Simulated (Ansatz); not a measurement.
`[F][Mg][Cl]` + HBr → `[Cl][Mg][Br]` + H–F at 500 K and 1 bar (ligand exchange at a Mg–F bond).

Isolated molecules relaxed with PBE0-D4/def2-TZVP in Ansatz; ΔE leaves out vibrations. CCSD(T)/CBS is the MP2 limit (def2-TZVPP, def2-QZVPP) plus CCSD(T) − MP2 in def2-TZVPP, frozen cores. This one scheme is used for every species. For Br, Mg outer-core shells are correlated without core-valence functions, which leaves a few kJ/mol of doubt a bond. Scalar relativity is left out up to krypton.

```tsv
species	CCSD(T)/CBS energy (Eh)	H − E (kJ/mol)	S (J/(mol·K))
`[F][Mg][Cl]`	-759.61026	33.4	294.5
HBr	-2573.91920	30.5	213.7
`[Cl][Mg][Br]`	-3233.14611	32.4	319.7
H–F	-100.39570	39.4	188.7
```

H − E and S are ideal-gas, rigid-rotor, harmonic terms from PBE0-D4/def2-TZVP. 1 Eh = 2625.50 kJ/mol, R = 8.31446 J/(mol·K).

Question: By hand: ΔE, ΔH, ΔS and ΔG.

Answer: ΔE = (-3233.14611) + (-100.39570) − (-759.61026) − (-2573.91920) = -0.01235 Eh = -32.4 kJ/mol. Δ(H − E) = 32.4 + 39.4 − 33.4 − 30.5 = 7.9, so ΔH = -24.5 kJ/mol. ΔS = 319.7 + 188.7 − 294.5 − 213.7 = 0.2 J/(mol·K). ΔG = -24.5 − 500 × (0.2)/1000 = -24.6 kJ/mol.

Question: By hand: the equilibrium constant, and the temperature at which ΔG would vanish if ΔH and ΔS stayed fixed.

Answer: log₁₀ K = −ΔG/(RT ln 10) = 2.6. ΔH and −TΔS have one sign here, so there is no such temperature. One of them is within its doubt of zero, so this could turn.

The number of gas molecules stays the same, so ΔS is small and ΔH decides. A doubt of 5 kJ/mol in ΔE shifts log₁₀ K by 0.5 here. These are equilibria of isolated gas molecules and say nothing of rates. Largest T1 diagnostic: 0.010 (customary marks: 0.02 for closed shells, 0.045 for open ones).
